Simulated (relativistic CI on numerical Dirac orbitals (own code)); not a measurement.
# Cu²⁺ in a cubic cluster: 2p photoemission with charge transfer

Computed with a charge-transfer multiplet model of a cubic metal-ligand cluster with up to one ligand hole, Slater and spin-orbit integrals from Dirac-Coulomb-Breit ions, Slater integrals scaled by 0.9. The ground state mixes d9 with configurations of k ligand holes L, whose averages lie at kΔ + k(k − 1)U_dd/2; a core hole lowers each added d electron by U_cd. 300 K, Lorentzian 0.6 eV and Gaussian 0.8 eV FWHM.

Atomic integrals in eV (Slater integrals scaled, ζ unscaled), ground: F2dd 12.450, F4dd 7.768, zeta_d 0.099; with the core hole: F2dd 12.450, F4dd 7.768, zeta_d 0.138, zeta_core 13.377, F2cd 7.943, G1cd 6.088, G3cd 3.464.

Cluster parameters (eV): Δ = 1.5, U_dd = 7.7, U_cd = 9.3, 10Dq(ligand) = 1.5, V(eg) = 2, V(t2g) = -1, final-state hopping factor = 1.

| Case | n_d | d9 | d10L | S |
| --- | --- | --- | --- | --- |
| 10Dq = 0.35 eV | 9.40 | 0.60 | 0.40 | 0.50 |
| 10Dq = 0.65 eV | 9.38 | 0.62 | 0.38 | 0.50 |
| 10Dq = 0.95 eV | 9.36 | 0.64 | 0.36 | 0.50 |
| 10Dq = 1.25 eV | 9.34 | 0.66 | 0.34 | 0.50 |
| 10Dq = 2.15 eV | 9.29 | 0.71 | 0.29 | 0.50 |

Weights, n_d and S are thermal averages at 300 K. Binding energies count from the first peak over 30 % of the highest in each spectrum, which can be another peak from case to case. The parameters are a model scan and need not match a compound or its usual spin state. Peaks in eV (height, largest 100):
- 10Dq = 0.35 eV: 0.0 (100), 7.9 (25), 11.2 (19), 20.0 (49), 29.8 (19)
- 10Dq = 0.65 eV: 0.0 (100), 8.0 (30), 11.1 (20), 20.1 (49), 28.4 (11), 29.9 (20)
- 10Dq = 0.95 eV: 0.0 (100), 7.9 (35), 10.9 (21), 20.1 (49), 28.3 (13), 29.8 (21)
- 10Dq = 1.25 eV: 0.0 (100), 7.8 (41), 10.7 (21), 20.1 (49), 28.2 (16), 29.7 (22)
- 10Dq = 2.15 eV: 0.0 (100), 7.5 (57), 10.3 (23), 20.1 (49), 27.9 (24), 29.4 (22)

Curve for 10Dq = 0.65 eV (points under 2 left out, the grid thinned):

E (eV), Intensity and a bar:
```
     -2.7        2.1 
     -2.2        3.2 
     -1.7        5.4 #
     -1.2       11.7 ###
     -0.8       28.1 ########
     -0.3       78.3 #########################
      0.2       94.9 ##############################
      0.7       43.0 #############
      1.2       13.9 ####
      1.7        6.2 #
      2.1        4.0 #
      2.6        2.6 
      6.1        2.1 
      6.6        3.6 
      7.1        9.0 ##
      7.6       23.2 #######
      8.0       29.9 #########
      8.5       23.3 #######
      9.0       17.7 #####
      9.5       14.3 ####
     10.0       13.8 ####
     10.5       14.9 ####
     10.9       18.8 #####
     11.4       17.5 #####
     11.9        8.2 ##
     12.4        3.2 
     18.2        2.3 
     18.7        4.3 #
     19.2       11.4 ###
     19.6       28.1 ########
     20.1       49.4 ###############
     20.6       31.1 #########
     21.1       10.2 ###
     21.6        4.0 #
     22.1        2.2 
     27.4        2.8 
     27.9        7.2 ##
     28.4       10.7 ###
     28.9       10.4 ###
     29.4       15.9 ####
     29.9       20.0 ######
     30.3       15.8 ####
     30.8        8.1 ##
     31.3        4.6 #
     31.8        2.1
```

For the case 10Dq = 1.25 eV, Δ = 1.5 eV is smaller than U_dd = 7.7 eV, the charge-transfer side of the Zaanen-Sawatzky-Allen scheme. With the core hole the average of the configuration with one ligand hole lies at Δ − U_cd = -7.8 eV before mixing: it lies below the unscreened one, so the lowest final states are mostly screened and the unscreened weight appears at higher binding energy as a satellite.
